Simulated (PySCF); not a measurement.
# A failing input for AgSe2⁻

```python
from pyscf import gto, scf, mp

mol = gto.M(
    atom='Ag 0 0 0; Se 0 0 2.3957; Se 0 0 -2.3957',
    basis='sbkjc',
    ecp={'Ag': 'sbkjc', 'Se': 'sbkjc'},
    charge=-1,
    spin=2,
    symmetry=True,
    verbose=3,
)
mf = scf.UHF(mol)
mf.kernel()
mp.MP2(mf, frozen=116).kernel()
mf.dip_moment()
print('orbital energies (hartree):', [e[max(0, n-3):n+3].round(4) for e, n in zip(mf.mo_energy, mol.nelec)])
```

```bash
$ OMP_NUM_THREADS=1 python input.py
```

The log, shortened:

```
converged SCF energy = -163.740759293645  <S^2> = 2.1825158  2S+1 = 3.1193049
ValueError: zero-size array to reduction operation maximum which has no identity
```

Problem. Which setting is at fault, why, and what does a mended input give?

Solution. The frozen orbitals (116): freezing this many orbitals leaves no occupied orbital to correlate. With this edit
```diff
- mp.MP2(mf, frozen=116).kernel()
+ mp.MP2(mf).kernel()
```
the run finishes: E(SCF) = -163.740759 Eh, E(MP2) − E(SCF) = -0.32898 Eh, ⟨S²⟩ = 2.183.

The basis has no diffuse functions, which an anion needs. The dipole of an ion depends on the origin. No search for the lowest solution was made, and open d or f shells often end in a higher one.
